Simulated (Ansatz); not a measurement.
Ideal-gas functions of ClF3Hf, SMILES `[F][Hf]([F])([F])[Cl]` at 500 K and 1 bar, from an Ansatz frequency run at PBE0-D4/def2-TZVP.

Molar mass 270.94 g/mol, point group C3v (symmetry number 3), electronic degeneracy 1, moments of inertia 179.78, 300.065, 300.066 u Å². Harmonic wavenumbers (cm⁻¹, unscaled): 126, 126, 164, 169, 169, 391, 657, 657, 675.

Use S(trans) = R[1.5 ln M + 2.5 ln T − 1.1517]; rotational temperatures θ = 24.2544 K / I; S(rot) = R[ln(√π/σ · √(T³/θAθBθC)) + 1.5]; for each mode x = 1.438777 ν̃/T, S = R[x/(eˣ − 1) − ln(1 − e⁻ˣ)] and H = RT x/(eˣ − 1); 1 cm⁻¹ = 0.0119627 kJ/mol; R = 8.31446 J/(mol·K).

Problem. By hand: the entropy, in J/(mol·K).

Solution. Translation 189.5. Rotation: θ = 0.1349, 0.0808, 0.0808 K, giving 114.8. Vibration, mode by mode: 16.80, 16.80, 14.63, 14.39, 14.39, 7.76, 4.16, 4.16, 3.99, in all 97.1. Electronic 0.0. Sum 401.4 J/(mol·K).

Problem. By hand: H − E and G − E in kJ/mol, counted from the electronic energy.

Solution. Zero-point energy ½ × 3134 × 0.0119627 = 18.7; thermal vibration 23.0; translation, rotation and pV give 4 RT = 16.6. H − E = 58.3 kJ/mol, and G − E = 58.3 − 500 × 401.4/1000 = -142.4 kJ/mol.

Vibration gives 24 % of the entropy, 33.6 J/(mol·K) of it from the modes under 150 cm⁻¹: soft modes count most, and the harmonic formula is weakest for them.
